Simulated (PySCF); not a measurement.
ClH6NSi2, SMILES [SiH2](N)[SiH2]Cl.

The structure is a stationary point at B3LYP-D3(BJ)/def2-SVP. This is a generated structure with no PubChem entry under its InChIKey; it may be hypothetical. One conformer was computed; it need not be the lowest.

These are PySCF with B3LYP-D3(BJ)/def2-SVP values and carry that method's errors.

Frequencies are harmonic and unscaled.

| mode | ν (cm⁻¹) | IR (km/mol) | Raman (Å⁴/amu) | depolarisation | moving atoms (share of kinetic energy) |
|---|---|---|---|---|---|
| 1 | 54 | 0.9 | 0.3 | 0.70 | N 37 %, H 25 %, Cl 21 %, Si 17 % |
| 2 | 94 | 5.2 | 0.3 | 0.73 | Cl 28 %, Si 25 %, H 24 %, N 23 % |
| 3 | 151 | 20.5 | 3.1 | 0.66 | H 81 %, Si 10 % |
| 4 | 182 | 10.7 | 2.0 | 0.75 | H 44 %, Si 34 %, N 17 % |
| 5 | 397 | 33.0 | 11.1 | 0.22 | H 57 %, Si 35 % |
| 6 | 412 | 6.6 | 20.6 | 0.25 | Si 57 %, H 39 % |
| 7 | 469 | 246.7 | 1.5 | 0.57 | H 75 %, N 21 % |
| 8 | 519 | 42.5 | 6.8 | 0.52 | Si 53 %, Cl 41 % |
| 9 | 539 | 11.2 | 6.4 | 0.72 | H 71 %, Si 26 % |
| 10 | 677 | 6.2 | 12.3 | 0.74 | H 96 % |
| 11 | 697 | 1.3 | 22.2 | 0.73 | H 97 % |
| 12 | 804 | 320.4 | 8.1 | 0.61 | H 80 %, Si 15 % |
| 13 | 837 | 36.0 | 10.9 | 0.49 | N 45 %, H 36 %, Si 19 % |
| 14 | 870 | 150.6 | 12.0 | 0.50 | H 81 %, Si 16 % |
| 15 | 911 | 96.2 | 19.7 | 0.75 | H 86 % |
| 16 | 926 | 55.5 | 11.5 | 0.73 | H 86 % |
| 17 | 953 | 57.4 | 13.1 | 0.68 | H 93 % |
| 18 | 1551 | 32.9 | 5.4 | 0.75 | H 90 %, N 9 % |
| 19 | 2201 | 128.8 | 100.0 | 0.36 | H 98 % |
| 20 | 2207 | 6.5 | 285.1 | 0.32 | H 97 % |
| 21 | 2215 | 150.5 | 218.8 | 0.08 | H 97 % |
| 22 | 2220 | 170.0 | 115.0 | 0.46 | H 96 % |
| 23 | 3549 | 25.2 | 101.1 | 0.10 | H 96 % |
| 24 | 3640 | 27.7 | 61.6 | 0.69 | H 91 %, N 9 % |
